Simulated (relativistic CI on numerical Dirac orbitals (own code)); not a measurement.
## How well does a small relativistic CI reproduce Fe²⁺?

Calculated at this level of theory: Dirac-Coulomb-Breit CI, orbitals from a KLI potential per configuration, a model potential for QED, valence Slater integrals scaled by 0.85, P86 correlation energy added to each configuration (own radial code, finite nucleus).

Configurations in the expansion (outside the closed core [Ne] 3s2): 3p6 3d6, 3p6 3d5 4s, 3p6 3d5 4p, 3p6 3d4 4s2, 3p6 3d5 4d, 3p6 3d5 5s, 3p6 3d5 5p, 3p6 3d4 4s 4p, 3p6 3d5 4f, 3p6 3d5 5d, 3p6 3d5 5g, 3p5 3d7. Levels of other configurations are missing.

| Configuration | Term (tabulated) | J | Measured (cm⁻¹) | Computed | Error | Purity (%) |
| --- | --- | --- | --- | --- | --- | --- |
| 3p6 3d6 | 5D | 4 | 0.0 | 0 | 0 | 99 |
| 3p6 3d6 | 5D | 3 | 436.2 | 410 | -26 | 99 |
| 3p6 3d6 | 5D | 2 | 738.9 | 697 | -42 | 99 |
| 3p6 3d6 | 5D | 1 | 932.4 | 882 | -51 | 99 |
| 3p6 3d6 | 5D | 0 | 1027.3 | 972 | -55 | 99 |
| 3p6 3d6 | 3P2 | 2 | 19404.8 | 21237 | 1832 | 100 |
| 3p6 3d6 | 3H | 6 | 20051.1 | 19298 | -753 | 100 |
| 3p6 3d6 | 3H | 5 | 20300.8 | 19544 | -757 | 99 |
| 3p6 3d6 | 3H | 4 | 20481.9 | 19728 | -754 | 98 |
| 3p6 3d6 | 3P2 | 1 | 20688.4 | 22442 | 1754 | 100 |
| 3p6 3d6 | 3P2 | 0 | 21208.5 | 22931 | 1723 | 99 |
| 3p6 3d6 | 3F2 | 4 | 21462.2 | 22124 | 661 | 95 |
| 3p6 3d6 | 3F2 | 3 | 21699.9 | 22360 | 660 | 97 |
| 3p6 3d6 | 3F2 | 2 | 21857.2 | 22526 | 669 | 100 |
| 3p6 3d6 | 3G | 5 | 24558.8 | 24349 | -210 | 99 |
| 3p6 3d6 | 3G | 4 | 24940.9 | 24736 | -205 | 95 |
| 3p6 3d6 | 3G | 3 | 25142.4 | 24928 | -214 | 97 |
| 3p6 3d5 4s | 7S | 3 | 30088.8 | 28855 | -1234 | 100 |
| 3p6 3d6 | 1I | 6 | 30356.2 | 29029 | -1327 | 100 |
| 3p6 3d6 | 3D | 2 | 30716.2 | 31328 | 612 | 99 |
| 3p6 3d6 | 3D | 1 | 30725.8 | 31319 | 594 | 99 |
| 3p6 3d6 | 3D | 3 | 30857.8 | 31443 | 585 | 99 |
| 3p6 3d6 | 1G2 | 4 | 30886.4 | 30755 | -132 | 99 |
| 3p6 3d6 | 1S2 | 0 | 34812.4 | 35607 | 795 | 99 |
| 3p6 3d6 | 1D2 | 2 | 35803.7 | 38234 | 2430 | 99 |
| 3p6 3d5 4s | 5S | 2 | 40999.9 | 40931 | -69 | 100 |
| 3p6 3d6 | 1F | 3 | 42896.9 | 43985 | 1088 | 99 |
| 3p6 3d6 | 3P1 | 0 | 49148.0 | 50849 | 1701 | 99 |
| 3p6 3d6 | 3P1 | 1 | 49576.9 | 51256 | 1679 | 99 |
| 3p6 3d6 | 3F1 | 2 | 50184.9 | 51066 | 881 | 99 |
| 3p6 3d6 | 3F1 | 4 | 50276.1 | 51148 | 872 | 99 |
| 3p6 3d6 | 3F1 | 3 | 50295.2 | 51165 | 870 | 99 |
| 3p6 3d6 | 3P1 | 2 | 50412.3 | 52045 | 1632 | 99 |
| 3p6 3d6 | 1G1 | 4 | 57221.7 | 58046 | 824 | 99 |
| 3p6 3d5 4s | 5G | 6 | 63425.2 | 61215 | -2210 | 100 |
| 3p6 3d5 4s | 5G | 5 | 63466.4 | 61255 | -2211 | 100 |
| 3p6 3d5 4s | 5G | 4 | 63486.8 | 61277 | -2210 | 100 |
| 3p6 3d5 4s | 5G | 3 | 63494.0 | 61286 | -2208 | 100 |
| 3p6 3d5 4s | 5G | 2 | 63494.6 | 61288 | -2207 | 100 |
| 3p6 3d5 4s | 5P | 3 | 66464.6 | 65888 | -577 | 94 |
| 3p6 3d5 4s | 5P | 2 | 66522.9 | 65944 | -579 | 95 |
| 3p6 3d5 4s | 5P | 1 | 66591.7 | 66017 | -574 | 98 |
| 3p6 3d5 4s | 5D | 4 | 69695.7 | 68696 | -1000 | 99 |
| 3p6 3d5 4s | 5D | 0 | 69747.4 | 68754 | -993 | 99 |
| 3p6 3d5 4s | 5D | 1 | 69788.2 | 68798 | -990 | 97 |
| 3p6 3d5 4s | 5D | 3 | 69836.8 | 68848 | -989 | 95 |
| 3p6 3d5 4s | 5D | 2 | 69837.8 | 68851 | -987 | 95 |
| 3p6 3d5 4s | 3G | 5 | 70694.0 | 69290 | -1404 | 100 |
| 3p6 3d5 4s | 3G | 3 | 70725.0 | 69326 | -1399 | 99 |
| 3p6 3d5 4s | 3G | 4 | 70728.8 | 69326 | -1403 | 99 |
| 3p6 3d5 4s | 3P | 2 | 73727.6 | 73963 | 235 | 93 |
| 3p6 3d5 4s | 3P | 1 | 73849.1 | 74084 | 235 | 96 |
| 3p6 3d5 4s | 3P | 0 | 73936.0 | 74178 | 242 | 99 |
| 3p6 3d5 4s | 3D | 3 | 76956.8 | 76762 | -194 | 99 |
| 3p6 3d5 4s | 3D | 1 | 77075.3 | 76890 | -185 | 96 |
| 3p6 3d5 4s | 3D | 2 | 77102.4 | 76918 | -184 | 94 |
| 3p6 3d5 4s | 3I | 7 | 79840.1 | 76162 | -3679 | 100 |
| 3p6 3d5 4s | 3I | 6 | 79844.7 | 76173 | -3671 | 100 |
| 3p6 3d5 4s | 3I | 5 | 79860.4 | 76193 | -3668 | 99 |
| 3p6 3d5 4p | 7P° | 2 | 82001.7 | 79283 | -2719 | 100 |
| 3p6 3d5 4p | 7P° | 3 | 82333.9 | 79586 | -2748 | 99 |
| 3p6 3d5 4s | 3D | 1 | 82494.9 | 82714 | 219 | 67 |
| 3p6 3d5 4p | 7P° | 4 | 82846.6 | 80041 | -2806 | 100 |
| 3p6 3d5 4s | 5F | 5 | 83138.2 | 81870 | -1268 | 99 |
| 3p6 3d5 4s | 5F | 4 | 83161.5 | 81906 | -1255 | 99 |
| 3p6 3d5 4s | 5F † | 3 | 83237.9 | 82088 | -1149 | 62 |
| 3p6 3d5 4s | 5F † | 1 | 83647.0 | 81576 | -2071 | 66 |

Measured levels from Corliss and Sugar, J. Phys. Chem. Ref. Data 11, 135 (1982); pairs were made by configuration, J and term (by order where the table uses no LS term), so strongly mixed levels may be paired wrongly.

Mean error by configuration (cm⁻¹): 3p6 3d6 559; 3p6 3d5 4s -1214; 3p6 3d5 4p -2758. Over the excited levels the mean absolute error is 1140 cm⁻¹ (66 of the 69 excited levels that our extract of the source holds in range could be paired, and the others can miss by more), and the median relative error of those above 1,000 cm⁻¹ is 2 %. † marks terms whose computed intervals miss the measured ones by more than a factor of 2.5, or configurations far off the rest, from wrong mixing, a near crossing or a doubtful label or measurement; they are left out of the means.
